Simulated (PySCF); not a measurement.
## Dipole response of Be (beryllium, neutral)

[He] 2s2, closed-shell 1S. Computed with PySCF 2.14 in aug-cc-pVTZ with one added diffuse shell each of s, p, d, f type (6s5p4d3f, 62 functions), with no relativity, point nucleus. Coupled (time-dependent) response in atomic units; α is the mean over directions.

| method | mean α (bohr³) | C₆ (like pair) | S(−4) |
| --- | --- | --- | --- |
| UHF | 45.49 | 281.8 | 1417 |
| PBE | 43.01 | 259.3 | 1271 |
| PBE0 | 43.07 | 260.0 | 1270 |
| wB97X-V | 43.46 | 263.7 | 1289 |
| BHandHLYP | 43.43 | 261.1 | 1312 |

S(−4) is the Cauchy moment in α(ω) = α(0) + S(−4) ω² + …

Reference α: 37.74 ± 0.03 bohr³ (recommended; Schwerdtfeger and Nagle, table of static dipole polarizabilities (2023 update)). Published C₆: 227.0 (Chu and Dalgarno (2004); Tang, Norbeck and Certain (1976)).

Hartree-Fock lies above the reference because it lacks correlation, which contracts the outer shell.

α(iu) at PBE:

| u (hartree) | α(iu) (bohr³) |
| --- | --- |
| 0 | 43.01 |
| 0.0500 | 40.06 |
| 0.100 | 33.25 |
| 0.200 | 19.94 |
| 0.300 | 12.10 |
| 0.500 | 5.512 |
| 0.750 | 2.766 |
| 1.00 | 1.669 |
| 1.50 | 0.8099 |
| 2.00 | 0.4834 |
| 3.00 | 0.2344 |
| 5.00 | 0.09442 |

A single London oscillator, α(iu) = α/(1 + u²/ω²), gives C₆ = (3/4) ω α². Matching the computed C₆ needs ω = 4 × 259.3 / (3 × 43.01²) = 0.187 hartree.
